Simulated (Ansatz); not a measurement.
`[CH3][Al]([F])[CH2][SiH3]` + H₂O → `[OH][Al]([F])[CH2][SiH3]` + CH₄  (formal hydrolysis of the Al–C bond)

Program: Ansatz. Geometries: PBE0-D4/def2-TZVP. ΔE: electronic, gas phase. CBS: MP2 limit from def2 TZ/QZ plus the TZ coupled-cluster correction, frozen cores. This one scheme is used for every species. DFT in def2-TZVPP. B3LYP here is the variant with VWN-RPA as its local correlation; programs differ in this. One conformer a species, not always the lowest.

`[CH3][Al]([F])[CH2][SiH3]`:

```xyz
13

C     2.310   -0.400   -0.381
Al    0.898    0.407    0.675
F     1.247    1.784    1.528
C    -0.916   -0.268    0.824
Si   -2.046    0.257   -0.564
H     2.868   -1.131    0.215
H     1.911   -0.933   -1.248
H     3.030    0.342   -0.733
H    -1.352    0.064    1.772
H    -0.884   -1.364    0.831
H    -1.484   -0.182   -1.873
H    -2.167    1.740   -0.604
H    -3.414   -0.317   -0.441
```

H₂O:

Cartesian coordinates in Å:
```
O 0.135 0.183 -0.316
H -0.761 -0.122 -0.156
H 0.626 -0.061 0.471
```

`[OH][Al]([F])[CH2][SiH3]`:

Z-matrix (Å, degrees):
```
C
Si 1 1.869
Al 1 1.927 2 115.2
H 1 1.095 2 108.1 3 -121.9
H 1 1.095 2 108.3 3 121.3
H 2 1.489 1 110.3 3 -59.0
H 2 1.488 1 112.0 3 -179.6
H 2 1.489 1 110.2 3 60.0
F 3 1.651 1 120.5 2 -87.3
O 3 1.686 1 120.2 2 92.7
H 10 0.956 3 124.3 1 -179.0
```

CH₄:

Z-matrix (Å, degrees):
```
C
H 1 1.090
H 1 1.090 2 109.5
H 1 1.090 2 109.5 3 -120.0
H 1 1.090 2 109.5 3 120.0
```

```json
{"level": "B3LYP-D4", "ΔE (kcal/mol)": "-35.2"}
{"level": "PBE", "ΔE (kcal/mol)": "-32.7"}
{"level": "r2SCAN", "ΔE (kcal/mol)": "-35.2"}
{"level": "B3LYP", "ΔE (kcal/mol)": "-35.9"}
{"level": "HF/def2-TZVPP", "ΔE (kcal/mol)": "-37.8"}
{"level": "SCS-MP2/def2-TZVPP", "ΔE (kcal/mol)": "-36.1"}
{"level": "HF/def2-QZVPP", "ΔE (kcal/mol)": "-37.8"}
{"level": "CCSD/CBS(def2)", "ΔE (kcal/mol)": "-34.4"}
```

(1) What does CCSD(T)/CBS give? (Estimate.)

Largest T1 diagnostic among the species: 0.012.

## Answers

(1) Ansatz gave: -34.0 kcal/mol. The listed levels differ from it by -1.2, 1.3, -1.2, -1.9, -3.8, -2.1, -3.8, -0.4 kcal/mol.

In def2-TZVPP, CCSD(T) changes the Hartree–Fock value by +3.1 kcal/mol (the triples alone add +0.4 kcal/mol) and MP2 by +2.4 kcal/mol.
